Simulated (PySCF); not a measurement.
Excitation energy of Cu by level of theory

Cu [Ar] 3d10 4s1 (2S) → Cu [Ar] 3d9 4s1 5s1 (4D), as a difference of total energies. Calculation: PySCF 2.14, in aug-cc-pVDZ-PP with ECP10MDF (5s5p4d2f, 54 functions); scalar relativity through the core potential. Correlated levels: valence: 3s2 3p6 frozen. The calculations carry no spin-orbit coupling.

```
           method  excitation energy (cm⁻¹)
              UHF                     38763
    MP2 (valence)                     67599
SCS-MP2 (valence)                     64482
   CCSD (valence)                     58683
CCSD(T) (valence)                     60761
```

The promoted electron is Rydberg-like, and one or two diffuse shells describe it only roughly, which tends to raise the upper state.
